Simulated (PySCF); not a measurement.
Cl2W, SMILES [Cl][W][Cl] (connectivity only; charge and spin as stated), neutral, multiplicity 5. Atoms are numbered in the order given.

```xyz
3

W      0.0000     0.0000    -0.2398
Cl     0.0000     2.1550     0.5218
Cl     0.0000    -2.1550     0.5218
```
Charge 0, spin multiplicity 5.

The structure is a stationary point at B3LYP-D3(BJ)/def2-TZVP. The multiplicity is an assumed one; other spin states were not compared. The def2 effective core potentials stand for the cores of W; spin–orbit coupling is left out.

All values below come from PySCF with B3LYP-D3(BJ)/def2-TZVP.

Frequencies are harmonic and unscaled.

```
mode  ν (cm⁻¹)  IR (km/mol)  moving atoms (share of kinetic energy)
----  --------  -----------  --------------------------------------
1           60          2.1                         Cl 77 %, W 23 %
2          375          7.9                                 Cl 95 %
3          385        101.6                         Cl 74 %, W 26 %
```
